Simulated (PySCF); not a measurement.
**Deuteron quadrupole couplings in `C[SiH2]/C=C(\[SiH3])C(F)F`**

Species: C4H10F2Si2.
Atom-mapped SMILES: `[CH3:1][SiH2:2]/[CH:3]=[C:4](\[SiH3:5])[CH:6]([F:7])[F:8]` (hydrogens: H9, H10, H11 on C1; H12, H13 on Si2; H14 on C3; H15, H16, H17 on Si5; H18 on C6)

Geometry (GFN2-xTB, Å), atoms numbered from 1 in this order:
```xyz
18
C4H10F2Si2 angstrom
C      2.9159    0.4747    0.8310
Si     1.7382   -0.1193   -0.5368
C      0.0743    0.7137   -0.2256
C     -1.1248    0.1426   -0.1546
Si    -1.5354   -1.7006   -0.3448
C     -2.3229    1.0033    0.1123
F     -2.9889    0.5829    1.2237
F     -3.2266    0.9174   -0.9032
H      2.5563    0.1844    1.8146
H      3.9075    0.0510    0.7042
H      3.0208    1.5564    0.8278
H      2.2238    0.3350   -1.8482
H      1.6192   -1.5792   -0.5131
H      0.1255    1.7931   -0.0868
H     -0.9739   -2.1539   -1.6185
H     -0.9394   -2.4097    0.7902
H     -2.9868   -1.8576   -0.3362
H     -2.0916    2.0721    0.2521
```

Level: PBE0/pcSseg-1 (PySCF, non-relativistic); Q(2H) = 0.00286 b; rigid geometry, the same for H and D, with no vibrational averaging.

Problem. Rank these positions by the coupling χzz of a deuteron there, largest first.
A. H18 (methine hydrogen)
B. H10 (methyl hydrogen)
C. H14 (vinylic hydrogen)
D. H13 (Si–H hydrogen)

Solution. B (219 kHz), C (210 kHz), A (179 kHz), D (107 kHz).

Problem. Tabulate Vzz, the asymmetry η and χzz = 234.96 MHz × Q × Vzz for every hydrogen position.

Solution. 
| atom | bonded to | bond length (Å) | Vzz (au) | η | χzz (kHz) |
| --- | --- | --- | --- | --- | --- |
| H9 | C1 | 1.087 | 0.3229 | 0.01 | 217 |
| H10 | C1 | 1.086 | 0.3255 | 0.01 | 219 |
| H11 | C1 | 1.087 | 0.3237 | 0.01 | 218 |
| H12 | Si2 | 1.470 | 0.1574 | 0.01 | 106 |
| H13 | Si2 | 1.465 | 0.1598 | 0.04 | 107 |
| H14 | C3 | 1.089 | 0.3124 | 0.05 | 210 |
| H15 | Si5 | 1.464 | 0.1624 | 0.02 | 109 |
| H16 | Si5 | 1.465 | 0.1621 | 0.01 | 109 |
| H17 | Si5 | 1.460 | 0.1630 | 0.02 | 110 |
| H18 | C6 | 1.102 | 0.2664 | 0.01 | 179 |

Problem. Average by the element that carries the hydrogen.

Solution. on C: 208 kHz over 5 positions, mean bond length 1.090 Å; on Si: 108 kHz over 5 positions, mean bond length 1.465 Å.

Problem. Give the 2H NMR doublet splittings at H11 for a magnetic field along the z, y and x axes of the gradient: 3χ/2, 3χ(1 + η)/4, 3χ(1 − η)/4.

Solution. With |χ| = 217.5 kHz and η = 0.007: 326, 164 and 162 kHz, to first order and without motion.

Isolated species at its GFN2-xTB geometry (one conformer only). GFN2-xTB frequencies show an imaginary mode (22i cm⁻¹), so this geometry is no minimum at that level. GFN2-xTB bond lengths can be off by several hundredths of an ångström, more for odd bonds, and the gradients follow them. A larger basis could move these couplings by a tenth or more.

The run behind these numbers computed NMR shieldings as well. The run took 39 s on an Arm Neoverse V2 with one thread, shared host, and the process peaked at 0.89 GiB of memory.
